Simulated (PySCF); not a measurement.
Constitutional and geometric isomers with formula C2H4B2. Gas-phase values, no solvent. One relaxed conformer stands for each flexible species; it need not be the lowest. Strings in code marks are SMILES.

Method: PBE-D3(BJ)/def2-TZVP // CAM-B3LYP-D3(BJ)/def2-TZVP in PySCF 2.14.0. Delta-SCF ions had no search for a lower state. Excitations are Tamm–Dancoff values on a coarser integration grid. The basis has no diffuse functions, so Rydberg states are missing or too high.

| species | vertical ionisation energy (Delta-SCF) (eV) | brightest of the four lowest singlets (TDA) (eV) | HOMO (eV) | S1–T1 gap (TDA) (eV) | S1 oscillator strength |
|---|---|---|---|---|---|
| `B1=BCC1` | [?] | – | -4.37 | 1.47 | [?] |
| `B=C=BC` | 9.40 | – | -6.12 | – | 0.000 |
| `C1(=BB1)C` | [?] | 5.48 | -6.69 | 1.27 | 0.003 |
| `BB1C=C1` | 10.27 | 5.26 | -6.86 | [?] | [?] |
| `C(B)#CB` | [?] | 6.02 | -7.51 | – | 0.000 |
| `B=BC=C` | – | 4.57 | -4.49 | 0.27 | 0.000 |

Task: What belongs in the gaps?

Result: 
- `B1=BCC1`, vertical ionisation energy (Delta-SCF) (eV): 7.38
- `B1=BCC1`, S1 oscillator strength: 0.036
- `C1(=BB1)C`, vertical ionisation energy (Delta-SCF) (eV): 10.00
- `BB1C=C1`, S1–T1 gap (TDA) (eV): 0.82
- `BB1C=C1`, S1 oscillator strength: 0.000
- `C(B)#CB`, vertical ionisation energy (Delta-SCF) (eV): 10.54
